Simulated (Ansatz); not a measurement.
Reaction (redistribution): `[SiH3][SiH2][GeH2][GeH2][GeH2][SiH3]` + `[SiH3][SiH2][SiH2][SiH2][GeH3]` → `[SiH3][GeH2][GeH2][SiH2][SiH2][GeH3]` + `[SiH3][SiH2][GeH2][SiH2][SiH3]`

Gas-phase electronic energies from Ansatz, PBE0-D4/def2-TZVP geometries. CCSD(T)/CBS is the MP2 limit (def2-TZVPP, def2-QZVPP) plus CCSD(T) − MP2 in def2-TZVPP, frozen cores. DFT in def2-TZVPP. B3LYP here is the variant with VWN-RPA as its local correlation; programs differ in this. For Ge outer-core shells are correlated without core-valence functions, which leaves a few kJ/mol of doubt a bond. Scalar relativity is left out up to krypton. Each species was taken in one conformer, which may not be the lowest.

| level | ΔE (eV) |
| --- | --- |
| B97M-V | -0.01 |
| B3LYP-D4 | 0.00 |
| LC-ωPBE | -0.01 |
| HF/def2-TZVPP | 0.01 |
| HF/def2-QZVPP | 0.01 |
| MP2/def2-QZVPP | -0.02 |
| SCS-MP2/def2-QZVPP | -0.01 |
| MP2/CBS(def2) | -0.02 |

**Question.** What does CCSD(T)/CBS give? (Estimate.)

**Answer.** Computed: -0.01 eV. The listed levels differ from it by 0.00, 0.01, 0.00, 0.02, 0.02, -0.01, 0.00, -0.01 eV.

Largest T1 diagnostic among the species: 0.013.

Leaving LDA and LC-ωPBE aside and taking each functional with its dispersion term where it has one, the values, not all of them listed here, spread over 0.02 eV, from ωB97M-V to BLYP-D4.
